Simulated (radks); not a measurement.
The mean radii <r> (bohr) of the occupied orbitals of an atom or ion are listed with their occupations. Method: Dirac Kohn-Sham, HCTH/407, spin-unpolarised, spherical densities, finite nucleus; Fermi nuclear charge, rms radius of each element as measured or else 0.836 A^(1/3) + 0.57 fm; computed with a radial shooting solver on a logarithmic mesh with Libxc functionals.

| orbital | occ. | <r> |
|---|---|---|
| 1s1/2 | 2 | 0.06649 |
| 2s1/2 | 2 | 0.3077 |
| 2p1/2 | 2 | 0.2717 |
| 2p3/2 | 4 | 0.2744 |
| 3s1/2 | 2 | 0.9540 |
| 3p1/2 | 2 | 1.020 |
| 3p3/2 | 4 | 1.029 |
| 3d3/2 | 1.6 | 1.532 |
| 3d5/2 | 2.4 | 1.539 |

Name the element and its charge. Open shells, if any, are shared by 2j + 1.

Answer. Z = 23, vanadium, charge +1: V+ in [Ar] 3d4. The 1s radius gives Z: for a bare nucleus <r> = (2 gamma + 1)/(2Z) with gamma = sqrt(1 - (Z/c)^2), 0.0646 bohr for Z = 23, and screening makes it slightly larger (0.06649 here). The occupations add up to 22, and the charge is Z minus that.
